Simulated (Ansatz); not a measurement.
Energy profile

The step: GeNH₅ ([NH2][GeH3]) → GeNH₃ ([NH][GeH2]) + H₂; bonds formed: H2–H4; bonds broken: Ge1–H2, N3–H4 (atoms numbered as in the saddle structure below).

Ge1  (-0.608, -0.159, 0.100)
H2  (0.696, 0.801, 1.116)
N3  (0.505, 0.080, -1.251)
H4  (0.961, 0.613, 0.208)
H5  (-1.752, 0.844, 0.324)
H6  (-0.757, -1.387, 1.031)
H7  (0.954, -0.792, -1.526)
(Å)

Electronic energies by CCSD(T) at an estimated basis limit (MP2 extrapolated from triple and quadruple zeta, plus CCSD(T) − MP2 in triple zeta), on PBE0-D4/def2-TZVP structures; GeNH5, closed shell; no counterpoise correction. Computed with Ansatz 0.2.0 (basis: def2-TZVPP and def2-QZVPP); correlated methods freeze the cores. Filled d shells of the heavier atoms are correlated. The def2 sets are not built for correlating such inner shells, so the correlated values are less sure here. Extrapolation: Hartree–Fock as exp(−7.88 √X), correlation as X^−2.97.

**Question.** Give the profile in kJ/mol, counted from the start structure. (An estimate is asked for; the value comes from the calculation.)

**Answer.** The calculation gives:
```
                                                                                       point  kJ/mol
                                                                             start structure     0.0
                                                                                      saddle   378.4
                                                                               end structure   228.4
separated: GeNH3 (linked as [NH][GeH2]; Ge1, N3, H5, H6, H7; singlet) + H2 (H2, H4; singlet)   230.0
```

The T1 diagnostic stays at or below 0.019. The restricted Hartree–Fock reference is unstable towards an unrestricted one at one or more of these structures.

For scale, one of the runs: CCSD(T)/def2-TZVPP, 149 basis functions, launched by `ansatz run in.yaml --threads 2 --pin off --events-out ev --progress --plain --max-ram 4352MiB`. Time: 24 s of wall clock on 2 CPU threads of an Arm Neoverse V1; the host was shared. Peak host memory: 0.95 GiB.
